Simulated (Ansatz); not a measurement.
Basis-set series for BClH4SSi (`S[SiH2]BCl`). Charge 0, multiplicity 1. Geometry: relaxed with PBE0-D4/def2-TZVP. It is one conformer, not always the lowest.

Cartesian coordinates in Å:
```
S 1.8036 1.0439 0.0944
Si 0.4174 -0.4176 -0.6645
B -0.9934 -0.4676 0.7631
Cl -2.2802 0.7071 0.7226
H 0.8918 2.0303 0.1455
H 1.2190 -1.6635 -0.7637
H -0.0952 -0.0423 -2.0092
H -0.9631 -1.1904 1.7118
```

```json
{"functional": "PBE0-D4", "basis": "def2-SVP", "functions": "88", "energy (Eh)": "-1174.35567", "HOMO (eV)": "-7.22", "LUMO (eV)": "-2.28"}
{"functional": "PBE0-D4", "basis": "def2-QZVPP", "functions": "387", "energy (Eh)": "-1174.81931", "HOMO (eV)": "-7.37", "LUMO (eV)": "-2.44"}
{"functional": "ωB97M-V", "basis": "def2-SVP", "functions": "88", "energy (Eh)": "-1174.71181", "HOMO (eV)": "-9.29", "LUMO (eV)": "-0.21"}
{"functional": "ωB97M-V", "basis": "def2-QZVPP", "functions": "387", "energy (Eh)": "-1175.17380", "HOMO (eV)": "-9.49", "LUMO (eV)": "-0.49"}
```

Give the rows for def2-TZVPP. (Best estimate.)

Computed: 
```
functional       basis  functions  energy (Eh)  HOMO (eV)  LUMO (eV)
   PBE0-D4  def2-TZVPP        213  -1174.78247      -7.34      -2.40
   ωB97M-V  def2-TZVPP        213  -1175.13891      -9.45      -0.42
```
